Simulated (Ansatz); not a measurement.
`[F][Y]([Cl])[Cl]` + HCl → `[Cl][Y]([Cl])[Cl]` + H–F  (ligand exchange at a Y–F bond)

Program: Ansatz. Geometries: PBE0-D4/def2-TZVP. ΔE: electronic, gas phase. CBS: MP2 limit from def2 TZ/QZ plus the TZ coupled-cluster correction, frozen cores. This one scheme is used for every species. Functionals use def2-TZVPP. Elements past krypton have def2 core potentials. For Y outer-core shells are correlated without core-valence functions, which leaves a few kJ/mol of doubt a bond.

`[F][Y]([Cl])[Cl]`:

Cartesian coordinates in Å:
```
F -1.475 -1.420 -0.288
Y -0.071 -0.067 -0.013
Cl 0.045 1.843 -1.542
Cl 1.500 -0.356 1.843
```

HCl:

Cartesian coordinates in Å:
```
Cl 0.538 -0.234 0.254
H -0.538 0.234 -0.254
```

`[Cl][Y]([Cl])[Cl]`:

Cartesian coordinates in Å:
```
Cl 1.326 1.800 -0.963
Y 0.000 0.000 0.000
Cl 0.448 -2.309 -0.625
Cl -1.773 0.509 1.587
```

H–F:

Z-matrix (Å, degrees):
```
F
H 1 0.920
```

CCSD(T)/CBS gives -0.6 kJ/mol.

Task: Another level gave +12.6 kJ/mol. Which?
A. BLYP/def2-TZVPP
B. CCSD/def2-TZVPP
C. B97M-V/def2-TZVPP
D. CAM-B3LYP-D4/def2-TZVPP

Result: D. CAM-B3LYP-D4 12.6, B97M-V 7.5, CCSD/def2-TZVPP -0.9, BLYP 18.9 kJ/mol.

Largest T1 diagnostic among the species: 0.012.

From PBE to PBE0 (25 % exact exchange), in def2-TZVPP and without D4, ΔE moves by −9.2 kJ/mol. At CCSD(T), def2-SVP lies +15.5 kJ/mol from the extrapolated value and def2-TZVPP −0.0 kJ/mol.
